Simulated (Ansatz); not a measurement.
Isomers of Nb6⁻ (doublet), relaxed with PBE-D4/def2-SVPD; total energies from Ansatz at RPA@PBE/def2-TZVPD.

```csv
isomer,description,energy (Eh)
A,point group C2h; 9 × Nb–Nb 2.21 to 2.75 Å,-341.02345
B,point group C2v; 12 × Nb–Nb 2.31 to 2.92 Å,-341.12568
C,point group C2; 14 × Nb–Nb 2.39 to 3.93 Å,-341.12121
```

In the def2 sets Nb takes a core potential; there is no spin–orbit coupling. Correlated methods freeze no core orbitals; core or outer-core shells of Nb are correlated, in sets that lack core-valence functions.

The isomers come from a short search, and lower ones may exist.

Work out the relative energies (1 Eh = 2625.5 kJ/mol) and the Boltzmann populations at 1200 K from electronic energies alone (R = 8.314 J/mol/K).

ΔE: A 268.4, B 0.0, C 11.7 kJ/mol. RT = 9.98 kJ/mol. Factors exp(−ΔE/RT): A 2.09e-12, B 1, C 0.31; sum 1.310. Populations: A 0.0 %, B 76.3 %, C 23.7 %. Zero-point energy, vibrational entropy and symmetry numbers are left out and can shift these; an error of 4 kJ/mol changes a ratio by a factor of 1.5. Over the other density-functional and correlated levels in def2 sets, the gap between B and C ranges from 3 to 9 kJ/mol.
